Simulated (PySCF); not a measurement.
## TcO₂⁺, broken-symmetry Ms = 1: structure and spectrum

Level of theory: UPBE0 in PySCF with Tc def2-TZVP with ECP28, O def2-TZVP; scalar-relativistic core potentials, no spin–orbit coupling; density-fitted integrals.

The structure is a minimum.

Z-matrix (Å, degrees; charge 1 multiplicity 3):
```
Tc
O  1 1.9606
O  2 1.2718 1 71.08
```

| Item | Value |
| --- | --- |
| Point group | C2v |
| Bond lengths | O–O 1.272 Å, Tc–O 1.961 Å (×2) |
| Bond angles | O–O–Tc 71.1° (×2), O–Tc–O 37.8° |
| Highest occupied level (β) | -12.45 eV |
| Principal quadrupole moments (Buckingham, traceless) about the centre of mass | -2.79, -1.70, 4.49 D Å |
| Heat capacity Cp at 298.15 K | 46.4 J/(mol K) |
| Enthalpy at 298.15 K above 0 K | 11.67 kJ/mol |
| Dipole moment about the centre of mass | 3.34 D |
| Spin squared ⟨S²⟩ | 2.904 |
| Rotational symmetry number | 2 |
| Zero-point energy | 12.5 kJ/mol |
| Principal polarisabilities | 22.6, 27.0, 34.8 bohr³ |
| Entropy at 298.15 K and 1 bar (electronic part: spin only) | 278.4 J/(mol K) |
| Lowest empty level (α) | -9.89 eV |
| Rotational constants | 1.303, 0.2028, 0.1755 cm⁻¹ |

Harmonic modes (masses in u: Tc 98.907, O 15.995):
```
symmetry  ω (cm⁻¹)  IR (km/mol)
      b2       326          4.4
      a1       443          0.7
      a1      1324         63.5
```

In C2v the vibrations span b2 + 2a1. Here b1 is antisymmetric to the molecular plane and b2 lies in it.

Charges (e):
```json
{"atom": "Tc1", "Mulliken": "1.10", "Löwdin": "0.87", "polar tensor": "1.03", "spin (Mulliken)": "3.10", "Mayer order to Tc1": "–"}
{"atom": "O2,3", "Mulliken": "-0.05", "Löwdin": "0.06", "polar tensor": "-0.02", "spin (Mulliken)": "-0.55", "Mayer order to Tc1": "0.78"}
```
Other Mayer orders above 0.3: O–O 1.32.

Mulliken populations on Tc1 (electrons outside its core potential): s 2.19, p 6.07, d 5.63, f 0.01.

Outer orbital energies (eV). α occupied: -21.27, -20.76, -19.85, -15.99, -14.73, -14.55, -14.17, -13.75; empty: -9.89, -8.97, -8.75, -5.44. β occupied: -21.87, -21.81, -21.23, -16.18, -15.54, -12.45; empty: -8.96, -8.94, -8.34, -7.98.

The determinant is spin-contaminated (⟨S²⟩ = 2.90, pure value 2.00). Other isomers or separated fragments may lie lower. Other spin states or occupations of the open shell can lie lower. At this level a triplet minimum of C2v symmetry lies 270 kJ/mol below this structure.

The final relaxation and frequency run took 41 s on 2 threads of a shared Arm Neoverse V1 host, with 102 basis functions and 9 gradients; the process peaked at 0.98 GiB. Launch command: `OMP_NUM_THREADS=2 python axn.py task.json out`.
